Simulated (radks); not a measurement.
Spherical quantum dot in the effective-mass picture: electrons in a parabolic well V = omega^2 r^2 / 2 with omega = 0.0801, all in effective atomic units (hartree* = m*/eps^2 hartree, bohr* = eps/m* bohr), one dielectric constant everywhere. Calculated with a radial shooting solver with Libxc functionals: non-relativistic Kohn-Sham, LDA (Slater exchange, Perdew-Wang correlation), spin-polarised, spherical densities. Levels are named by radial order and angular momentum (1s, 1p, 1d, 2s, ...), and open shells are averaged over m. Results are scaled to m* = 0.176 and eps = 14.2, for which hartree* = 23.75 meV and bohr* = 4.269 nm. Each electron was tried in the lowest free levels, single moves between levels near the top were tried too, and the lowest total energy was kept; such a search can miss a lower state. At N = 1 the Hartree and exchange-correlation terms need not cancel, so that row can carry a self-interaction error.

N,open shells,2S,E (meV),mu = E(N) - E(N-1) (meV),addition energy mu(N+1) - mu(N) (meV),e(HOMO) (meV),rms radius (nm)
1,"1s(up 1, down 0)",1,2.91292,2.9129,4.112,4.7283,18.81
2,none,0,9.93780,7.0249,4.179,8.5988,22.29
3,"1p(up 1, down 0)",1,21.1421,11.204,2.605,12.517,25.91
4,"1p(up 2, down 0)",2,34.9517,13.810,2.517,15.086,28.39
5,"1p(up 3, down 0)",3,51.2789,16.327,2.821,17.550,30.39
6,"1p(up 3, down 1)",2,70.4267,19.148,2.206,20.258,32.24
7,"1p(up 3, down 2)",1,91.7810,21.354,2.155,22.442,33.86
8,none,0,115.291,23.510,2.854,24.568,35.31
9,"1d(up 1, down 0)",1,141.654,26.363,1.952,27.346,36.82
10,"1d(up 2, down 0)",2,169.970,28.316,1.913,29.279,38.17
11,"1d(up 3, down 0)",3,200.198,30.228,1.874,31.172,39.42
12,"1d(up 4, down 0)",4,232.300,32.102,1.836,33.026,40.57
13,"1d(up 5, down 0)",5,266.238,33.938,2.110,34.843,41.65
14,"1d(up 5, down 1)",4,302.285,36.047,1.727,36.915,42.70
15,"1d(up 5, down 2)",3,340.060,37.774,1.702,38.630,43.69
16,"1d(up 5, down 3)",2,379.536,39.477,1.677,40.319,44.62
17,"1d(up 5, down 4)",1,420.690,41.154,1.652,41.984,45.52
18,none,0,463.496,42.806,1.848,43.624,46.38
19,"2s(up 1, down 0)",1,508.151,44.655,1.847,45.474,47.22
20,none,0,554.653,46.502,1.669,47.303,48.05
21,"1f(up 1, down 0)",1,602.823,48.170,1.530,48.938,48.86
22,"1f(up 2, down 0)",2,652.523,49.701,1.513,50.460,49.64
23,"1f(up 3, down 0)",3,703.737,51.213,1.496,51.964,50.39
24,"1f(up 4, down 0)",4,756.446,52.709,1.479,53.452,51.11
25,"1f(up 5, down 0)",5,810.634,54.189,1.463,54.923,51.82
26,"1f(up 6, down 0)",6,866.286,55.652,1.448,56.378,52.50
27,"1f(up 7, down 0)",7,923.386,57.099,1.666,57.818,53.16
28,"1f(up 7, down 1)",6,982.151,58.766,1.402,59.469,53.81
29,"1f(up 7, down 2)",5,1042.32,60.168,1.390,60.865,54.45
30,"1f(up 7, down 3)",4,1103.88,61.558,1.378,62.249,55.07
31,"1f(up 7, down 4)",3,1166.81,62.936,1.366,63.621,55.68
32,"1f(up 7, down 5)",2,1231.12,64.302,1.354,64.981,56.27
33,"1f(up 7, down 6)",1,1296.77,65.656,1.343,66.330,56.84
34,none,0,1363.77,66.999,1.616,67.667,57.41
35,"2p(up 1, down 0)",1,1432.39,68.615,1.326,69.279,57.97
36,"2p(up 2, down 0)",2,1502.33,69.942,-,70.604,58.52

All shells are closed at N = 2, 8, 18, 20, 34 (there: 1s2 1p6 1d10 2s2 1f14); the second difference of the energy has clear peaks (12 % above both neighbours; the first and last values, which can be the largest, are not judged, and half-filled shells can peak too) at N = 5, 8, 13, 27, 34.
